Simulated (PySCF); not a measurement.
Cd(Me) (CH3Cd), SMILES [CH3][Cd+], charge +1. The structure is a stationary point at B3LYP-D3(BJ)/def2-TZVP. The multiplicity is an assumed one; other spin states were not compared. The isomer is the one that the SMILES or the coordinates give; other isomers of the formula were not compared. The def2 effective core potentials stand for the cores of Cd; spin–orbit coupling is left out.

Computed equilibrium geometry at B3LYP-D3(BJ)/def2-TZVP (PySCF confirms it by a frequency run) as a Z-matrix, and its point group:
point group C3v.
```
C
H 1 1.0846
H 1 1.0846 2 115.26
H 1 1.0846 2 115.26 3 138.12
Cd 1 2.2011 2 102.76 4 110.94
```
Charge +1, spin multiplicity 1.
